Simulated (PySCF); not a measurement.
TlAs: frontier orbitals

r²SCAN at R = 2.834 Å; PySCF, scalar-relativistic core potentials, basis sets Tl cc-pVDZ-PP with ECP60, As cc-pVDZ-PP with ECP10. State: ³Σ⁻ (triplet), unpaired electrons π ↑↑. Only the outer orbitals are listed, counted within each symmetry, core potentials removing the inner ones.

| spin | orbital | occ. | ε (eV) | on Tl (%) | main shells (%) |
| --- | --- | --- | --- | --- | --- |
| α | 7σ | 1 | -14.62 | 15 | 85 As s, 10 Tl d |
| α | 8σ | 1 | -9.86 | 88 | 88 Tl s |
| α | 5π | 1 | -5.50 | 7 | 93 As p |
| α | 5π | 1 | -5.50 | 7 | 93 As p |
| α | 9σ | 1 | -4.75 | 31 | 69 As p, 24 Tl p |
| α | 6π | 0 | -2.05 | 93 | 93 Tl p |
| α | 6π | 0 | -2.05 | 93 | 93 Tl p |
| α | 10σ | 0 | 0.01 | 82 | 80 Tl p, 20 As p |
| β | 7σ | 1 | -12.83 | 17 | 82 As s, 12 Tl s |
| β | 8σ | 1 | -9.64 | 83 | 82 Tl s, 12 As s |
| β | 9σ | 1 | -4.30 | 37 | 62 As p, 32 Tl p |
| β | 5π | 0 | -3.23 | 38 | 62 As p, 37 Tl p |
| β | 5π | 0 | -3.23 | 38 | 62 As p, 37 Tl p |
| β | 6π | 0 | -1.49 | 63 | 63 Tl p, 36 As p |

Q: Which are the highest filled and the lowest empty level, where do they sit, and how wide is the gap?

A: Highest filled β 9σ at -4.30 eV (in %: 62 As p, 32 Tl p); lowest empty β 5π at -3.23 eV (in %: 62 As p, 37 Tl p); the gap at r²SCAN is 1.07 eV.

The bond order (Mayer) is 1.08, the ⟨S²⟩ is 2.010 and the charge on Tl (Mulliken, basis-dependent) is 0.28. The charge on Tl (Löwdin, basis-dependent) is 0.20 and the dipole moment (positive dipole means Tl(−)As(+)) is -2.66 D.

Spin–orbit coupling is left out, which matters for elements this heavy, above all for dissociation energies. The state was picked by a PBE0 search and need not be the measured ground state.
